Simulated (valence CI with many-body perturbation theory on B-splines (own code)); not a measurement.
Hyperfine factors and g values of Ir28+

Method: configuration interaction combined with many-body perturbation theory (CI+MBPT): three valence electrons over a frozen Dirac-Fock core [Kr] 4d10, a basis of 7 s, 7 p, 7 d, 7 f, 4 g, 2 h functions for each j, with the one-electron correlation potential Σ1, the two-electron term Σ2, the three-electron term Σ3, Breit, model QED; selected CI, second order for the rest, scaled by the run's own slope (own B-spline code, finite nucleus).

No measured spectrum was set against this ion. As an estimate, large intervals hold to a few tenths of a per cent, small ones and those within an open d or f shell to about a per cent. Excitations out of the core, of the other parity, are not computed and may begin above about 175 eV (a cautious bound); beyond it only levels of the ground parity were kept, without lifetimes.

A/g_I is the dipole constant over the nuclear g factor μ/I (μ in nuclear magnetons, uniformly magnetised nucleus), B/Q the quadrupole constant per barn. Both hold the static response of the core; the bare values leave it out. Large factors of s and p1/2 electrons are usually good to 5 to 10 %; those of open d and f shells near neutrality can be off by tens of per cent, and small factors of p3/2, d and f electrons come from cancelling terms and can be off by a factor of two or in sign, in half-filled shells by more. B is blank for J = 1/2, where it vanishes, and for nearly pure S terms. Energies count from the lowest level.

Names give the largest LS component (configuration and term), which can be under half, so a name can repeat, a term be missing and a line seem to break the LS rules; names also repeat where a configuration has a term twice. Letters in brackets count levels of one name in rising energy.

```
           Level  E (cm⁻¹)      g  A/g_I (MHz)  A/g_I bare  B/Q (MHz/b)  B/Q bare
     4f3 4I°_9/2       0.0  0.767         5290        5060         1460      1330
    4f3 4I°_11/2     28093  0.970         3860        3910         2010      1790
     4f3 4F°_3/2     38881  0.662         5760        5330         -809      -728
    4f3 4I°_13/2     50135  1.084         3210        3440         3060      2700
 4f3 2G°_9/2 [a]     53550  1.009         3850        3990        -2130     -1920
     4f3 4F°_5/2     56962  0.897         4270        4210         1450      1310
     4f3 4S°_3/2     65526  1.527          445        1360        -1230     -1130
     4f3 4G°_5/2     66085  0.774         4840        4570        -3730     -3350
 4f3 2G°_7/2 [a]     66470  1.049         3460        3650        -3970     -3590
    4f3 4I°_15/2     67975  1.150         2910        3260         4540      4010
     4f3 4G°_7/2     79315  1.049         3170        3330         2360      2110
    4f3 2K°_13/2     87666  0.960         3720        3740         6780      6100
     4f3 4F°_9/2     87968  1.175         2510        2880         -601      -566
4f3 2H°_11/2 [a]     89151  1.111         2880        3140          291       195
 4f3 2D°_3/2 [a]     95112  1.142         2750        3060          387       372
     4f3 2P°_1/2     96628  0.373        10400        9900                       
 4f3 2G°_7/2 [b]    100350  1.013         3210        3290        -3910     -3520
     4f3 4G°_9/2    101410  1.113         2980        3260         -230      -214
 4f3 2D°_5/2 [a]    102100  1.190         2900        3340         2600      2350
    4f3 2L°_15/2    103000  1.034         3350        3490         9210      8240
4f3 2H°_11/2 [b]    110780  1.052         3240        3410         3060      2720
 4f3 2D°_3/2 [b]    113520  1.124         2350        2580          102       109
 4f3 2D°_5/2 [b]    118780  1.196         2160        2530        -3630     -3270
    4f3 4G°_11/2    124670  1.119         2800        3070         1470      1290
 4f3 2H°_9/2 [a]    126420  1.065         3020        3200         1100      1000
     4f3 4D°_1/2    130200  0.284         9430        8570                       
    4f3 2I°_13/2    136150  1.065         3240        3430         4820      4340
     4f3 4D°_7/2    136470  1.393         1000        1680         6440      5740
 4f3 2D°_3/2 [c]    137740  1.036         3400        3550         2690      2410
    4f3 2K°_15/2    140080  1.014         3080        3140         9370      8400
    4f3 2L°_17/2    140390  1.056         3200        3380        13200     11900
 4f3 2H°_9/2 [b]    143000  1.029         2930        3020         -357      -318
 4f3 2F°_5/2 [a]    150790  1.035         3810        4010        -15.1     -3.41
 4f3 2D°_3/2 [d]    161850  1.023         2940        3010        -3490     -3120
4f3 2H°_11/2 [c]    165220  1.075         2810        2980         1930      1740
 4f3 2F°_7/2 [a]    176940  1.138         2900        3230         2330      2080
 4f3 2D°_5/2 [c]    182440  1.112         2840        3090         5760      5140
 4f3 2G°_9/2 [b]    186410  1.090         3140        3390         3650      3300
 4f3 2G°_7/2 [c]    189330  0.930         3280        3180         7900      7080
 4f3 2F°_7/2 [b]    254410  1.121         2620        2880         6820      6120
```

(1) Take the isotope of mass number 191, with I = 3/2, μ = 0.1502 μN and Q = 0.816 b. What is the hyperfine structure of 4f3 4I°_13/2?

Answers

(1) From the table A = 321 MHz, B = 2490 MHz. Shifts from the centre of gravity in MHz: F = 5: -2650, F = 6: -2260, F = 7: -348, F = 8: 3750.
